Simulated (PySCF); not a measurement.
Species: `CC(=O)O[SiH2]O[SiH3]`. The columns A, B, C and D hold Mulliken, IAO, Hirshfeld and ESP-fitted charges (e) of one PBE0/pcSseg-1 density (PySCF), in a shuffled order. Coordinates in Å (PBE0-D3(BJ)/def2-SVP); the density's dipole moment is (0.29, 0.66, -1.60) D.

```csv
atom,x,y,z,A,B,C,D
C1,-3.123,-0.370,-0.359,-0.700,-0.117,-0.466,-0.247
C2,-1.917,-0.508,0.517,+0.912,+0.222,+0.536,+0.396
O3,-1.918,-0.945,1.643,-0.578,-0.253,-0.460,-0.419
O4,-0.788,-0.093,-0.065,-0.530,-0.200,-0.590,-0.577
Si5,0.624,-0.226,0.900,+0.737,+0.456,+1.184,+0.969
O6,1.801,0.357,-0.074,-0.422,-0.304,-0.871,-0.722
Si7,3.220,0.834,-0.768,+0.574,+0.399,+0.864,+0.728
H8,-3.249,0.684,-0.646,+0.198,+0.060,+0.172,+0.150
H9,-4.013,-0.729,0.170,+0.189,+0.057,+0.169,+0.146
H10,-2.972,-0.941,-1.287,+0.198,+0.060,+0.172,+0.150
H11,0.488,0.636,2.098,-0.112,-0.073,-0.146,-0.111
H12,0.882,-1.655,1.203,-0.113,-0.073,-0.146,-0.112
H13,4.128,-0.341,-0.923,-0.122,-0.079,-0.141,-0.117
H14,3.886,1.856,0.093,-0.122,-0.079,-0.141,-0.117
H15,2.936,1.423,-2.107,-0.110,-0.075,-0.135,-0.115
```

**Question.** Which column most likely holds the ESP-fitted charges?

**Answer.** A. Σ q r misses the density's dipole by 0.04 D (A), 0.47 D (B), 0.50 D (D), 1.14 D (C). Charges fitted to the outside potential are the only set here that is tied to the molecule's multipoles.

**Question.** And the Hirshfeld charges?

**Answer.** B. The mean sizes are 0.167 e (B), 0.338 e (D), 0.374 e (A), 0.413 e (C), and Hirshfeld charges are commonly the smallest of these schemes.

As computed, A = ESP-fitted, B = Hirshfeld, C = IAO, D = Mulliken. Hydrogens on carbon: ESP-fitted +0.19 to +0.20, Hirshfeld +0.06 to +0.06, IAO +0.17 to +0.17, Mulliken +0.15 to +0.15 e.

The IAO scheme projects the occupied orbitals on a minimal set of polarised atomic orbitals and counts the electrons in each atom's part of it. The Hirshfeld scheme weights the molecular density at each point by an atom's share of the summed free-atom densities.

Geometry: PBE0-D3(BJ)/def2-SVP, one conformer, isolated molecule.

The run behind these numbers computed NMR shieldings as well. Hardware: one thread, Arm Neoverse N1 (aarch64), on a shared host. Cost: 41 s of wall time, 0.81 GiB resident at most.

Conformer computed: `[CH3:1][C:2](=[O:3])[O:4][SiH2:5][O:6][SiH3:7]`: C1–C2–O4–Si5 180°, C2–O4–Si5–O6 180°.
